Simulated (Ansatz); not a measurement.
Ansatz (a program for electronic structure) job for C10H9NS, SMILES c1(-c2cc(cs2)C)ccccn1, PBE-D3(BJ)/def2-SVP. 

Ansatz 0.2 input:
```yaml
crystal:
  periodic: [false, false, false]
  atoms:
    - {symbol: C, position_ang: [1.31715804, -3.93217407, 0.00000000]}
    - {symbol: C, position_ang: [0.47035480, -2.69850564, -0.00000000]}
    - {symbol: C, position_ang: [-0.90556509, -2.68711594, -0.00000000]}
    - {symbol: S, position_ang: [-1.56601713, -1.10479450, -0.00000000]}
    - {symbol: C, position_ang: [0.01304483, -0.39969435, 0.00000000]}
    - {symbol: C, position_ang: [0.13036760, 1.05589151, 0.00000001]}
    - {symbol: C, position_ang: [1.37670273, 1.70381506, -0.00000000]}
    - {symbol: C, position_ang: [1.40839609, 3.09188977, -0.00000000]}
    - {symbol: C, position_ang: [0.20699523, 3.79879828, -0.00000000]}
    - {symbol: C, position_ang: [-0.97925732, 3.06554059, 0.00000000]}
    - {symbol: N, position_ang: [-1.02048790, 1.74008351, -0.00000000]}
    - {symbol: C, position_ang: [0.98887603, -1.37170118, -0.00000000]}
    - {symbol: H, position_ang: [1.97015416, -3.96879248, 0.88659457]}
    - {symbol: H, position_ang: [1.97015416, -3.96879247, -0.88659457]}
    - {symbol: H, position_ang: [0.69947708, -4.84071890, 0.00000000]}
    - {symbol: H, position_ang: [-1.56678385, -3.55369008, -0.00000000]}
    - {symbol: H, position_ang: [2.30207133, 1.12608606, 0.00000000]}
    - {symbol: H, position_ang: [2.36540983, 3.61948450, -0.00000000]}
    - {symbol: H, position_ang: [0.18656918, 4.89014614, -0.00000000]}
    - {symbol: H, position_ang: [-1.94706739, 3.58050745, 0.00000000]}
    - {symbol: H, position_ang: [2.05726721, -1.14856702, -0.00000000]}
basis:
  gaussian:
    orbitals: def2-SVP
hamiltonian:
  xc: pbe
  dispersion: d3bj
relax: {f_tol: 0.002, max_steps: 200}
```

Program output:

```
Functional definition: PBE
integrals: 0.25 GiB planned
2479 factors; their error is unknown
mean field: 1.19 GiB planned
mean field evaluation 1: about -22785.3194 eV, gradient 9.5e1 eV
mean field evaluation 2: about -22728.9213 eV, gradient 1.7e2 eV
mean field evaluation 4: about -22807.8471 eV, gradient 3.0e1 eV
mean field evaluation 8: about -22810.2958 eV, gradient 4.8e-1 eV
mean field evaluation 16: about -22810.1333 eV, gradient 9.7e-3 eV
mean field -22810.13327994 eV, -838.2569367742 hartree, gradient 2.7e-5 eV, S^2 0.000000; 0 other end points of the search recorded, 0 dependent functions left out
the calculation of the forces begins
reference -22810.13332333 eV, -838.2569383687 hartree; 46, 46 occupied and 171, 171 virtual orbitals, 2479 factors
relax step   1: F+E_penalty+E_count = -22810.83153638 eV  Δ(F+E_penalty+E_count) = +0.000e0 eV  max|allowed force component| = 6.438e-1 eV/Å  Δτ_max = 0.0000 Å  (38 SCF iters, accepted)
these checks for a lower state are left out or cut short: starts, cluster_reference, orbital_swaps, neighbouring_geometries, increment
integrals: 0.25 GiB planned
2479 factors; their error is unknown
mean field: 1.18 GiB planned
mean field evaluation 32: about -22810.1785 eV, gradient 1.6e-5 eV
mean field -22810.17850709 eV, -838.2585988412 hartree, gradient 1.6e-5 eV, S^2 0.000000; 0 other end points of the search recorded, 0 dependent functions left out
the calculation of the forces begins
reference -22810.17855079 eV, -838.2586004472 hartree; 46, 46 occupied and 171, 171 virtual orbitals, 2479 factors
relax step   2: F+E_penalty+E_count = -22810.87476261 eV  Δ(F+E_penalty+E_count) = -4.323e-2 eV  max|allowed force component| = 3.033e-1 eV/Å  Δτ_max = 0.0249 Å  (36 SCF iters, accepted)
these checks for a lower state are left out or cut short: starts, cluster_reference, orbital_swaps, neighbouring_geometries, increment
integrals: 0.25 GiB planned
2479 factors; their error is unknown
mean field: 1.18 GiB planned
mean field -22810.18459489 eV, -838.2588225636 hartree, gradient 1.8e-5 eV, S^2 0.000000; 0 other end points of the search recorded, 0 dependent functions left out
the calculation of the forces begins
reference -22810.18463872 eV, -838.2588241744 hartree; 46, 46 occupied and 171, 171 virtual orbitals, 2479 factors
relax step   3: F+E_penalty+E_count = -22810.88005336 eV  Δ(F+E_penalty+E_count) = -5.291e-3 eV  max|allowed force component| = 8.118e-2 eV/Å  Δτ_max = 0.0105 Å  (37 SCF iters, accepted)
these checks for a lower state are left out or cut short: starts, cluster_reference, orbital_swaps, neighbouring_geometries, increment
integrals: 0.25 GiB planned
2479 factors; their error is unknown
mean field: 1.18 GiB planned
mean field -22810.18479586 eV, -838.2588299492 hartree, gradient 1.8e-5 eV, S^2 0.000000; 0 other end points of the search recorded, 0 dependent functions left out
the calculation of the forces begins
reference -22810.18483969 eV, -838.2588315601 hartree; 46, 46 occupied and 171, 171 virtual orbitals, 2479 factors
relax step   4: F+E_penalty+E_count = -22810.88025529 eV  Δ(F+E_penalty+E_count) = -2.019e-4 eV  max|allowed force component| = 2.829e-2 eV/Å  Δτ_max = 0.0021 Å  (37 SCF iters, accepted)
these checks for a lower state are left out or cut short: starts, cluster_reference, orbital_swaps, neighbouring_geometries, increment
integrals: 0.25 GiB planned
2479 factors; their error is unknown
mean field: 1.18 GiB planned
mean field -22810.18481152 eV, -838.2588305247 hartree, gradient 1.8e-5 eV, S^2 0.000000; 0 other end points of the search recorded, 0 dependent functions left out
the calculation of the forces begins
reference -22810.18485536 eV, -838.2588321358 hartree; 46, 46 occupied and 171, 171 virtual orbitals, 2479 factors
relax step   5: F+E_penalty+E_count = -22810.88027862 eV  Δ(F+E_penalty+E_count) = -2.332e-5 eV  max|allowed force component| = 8.262e-3 eV/Å  Δτ_max = 0.0034 Å  (37 SCF iters, accepted)
these checks for a lower state are left out or cut short: starts, cluster_reference, orbital_swaps, neighbouring_geometries, increment
integrals: 0.25 GiB planned
2479 factors; their error is unknown
mean field: 1.18 GiB planned
mean field evaluation 64: about -22810.1848 eV, gradient 1.8e-5 eV
mean field -22810.18481006 eV, -838.2588304712 hartree, gradient 1.8e-5 eV, S^2 0.000000; 0 other end points of the search recorded, 0 dependent functions left out
the calculation of the forces begins
reference -22810.18485390 eV, -838.2588320823 hartree; 46, 46 occupied and 171, 171 virtual orbitals, 2479 factors
relax step   6: F+E_penalty+E_count = -22810.88028184 eV  Δ(F+E_penalty+E_count) = -3.226e-6 eV  max|allowed force component| = 1.833e-3 eV/Å  Δτ_max = 0.0009 Å  (37 SCF iters, accepted)
integrals: 0.25 GiB planned
2479 factors; their error is unknown
mean field: 1.18 GiB planned
mean field evaluation 96: about -22810.1848 eV, gradient 1.9e-5 eV
mean field -22810.18481006 eV, -838.2588304712 hartree, gradient 1.8e-5 eV, S^2 0.000000; 1 other end points of the search recorded, 0 dependent functions left out
the calculation of the forces begins
reference -22810.18485390 eV, -838.2588320823 hartree; 46, 46 occupied and 171, 171 virtual orbitals, 2479 factors
Total energy: -22810.88032568 eV, -838.2843901988 hartree
Atom 0 at     1.317960    -3.959646     0.000000 Å, force     0.000090    -0.001833    -0.000000 eV/Å
Atom 1 at     0.473841    -2.715589     0.000000 Å, force    -0.001584     0.001447     0.000000 eV/Å
Atom 2 at    -0.914921    -2.699700     0.000000 Å, force    -0.001406    -0.001369    -0.000000 eV/Å
Atom 3 at    -1.578260    -1.102600    -0.000000 Å, force     0.001092    -0.001071     0.000000 eV/Å
Atom 4 at     0.021077    -0.398100    -0.000000 Å, force     0.001112     0.000000    -0.000000 eV/Å
Atom 5 at     0.134226     1.059730    -0.000001 Å, force     0.001087     0.000710     0.000000 eV/Å
Atom 6 at     1.387191     1.719680    -0.000000 Å, force    -0.000179    -0.000172     0.000000 eV/Å
Atom 7 at     1.413773     3.117309    -0.000000 Å, force     0.000103    -0.000261     0.000000 eV/Å
Atom 8 at     0.201134     3.824983    -0.000001 Å, force     0.000407    -0.000459     0.000000 eV/Å
Atom 9 at    -0.991602     3.082173    -0.000001 Å, force    -0.001357    -0.000210    -0.000000 eV/Å
Atom 10 at    -1.033056     1.745671    -0.000001 Å, force    -0.000753     0.001503     0.000000 eV/Å
Atom 11 at     0.999568    -1.385223     0.000000 Å, force     0.000630     0.000420    -0.000000 eV/Å
Atom 12 at     1.977695    -4.001030     0.891963 Å, force     0.000111     0.000065     0.000028 eV/Å
Atom 13 at     1.977695    -4.001030    -0.891963 Å, force     0.000111     0.000065    -0.000028 eV/Å
Atom 14 at     0.693226    -4.873292     0.000000 Å, force     0.000309     0.000867    -0.000000 eV/Å
Atom 15 at    -1.585268    -3.569010    -0.000000 Å, force     0.000076     0.000262     0.000000 eV/Å
Atom 16 at     2.322355     1.141792     0.000001 Å, force     0.000188    -0.000348     0.000000 eV/Å
Atom 17 at     2.375884     3.652273     0.000000 Å, force     0.000212    -0.000298    -0.000000 eV/Å
Atom 18 at     0.177133     4.924487     0.000000 Å, force    -0.000051    -0.000785    -0.000000 eV/Å
Atom 19 at    -1.968310     3.599219     0.000002 Å, force    -0.000481     0.000756    -0.000000 eV/Å
Atom 20 at     2.076478    -1.164401     0.000000 Å, force     0.000284     0.000709    -0.000000 eV/Å
Dipole moment:     0.430223     0.018887    -0.000000 e Å
```

Self-consistency was reached.
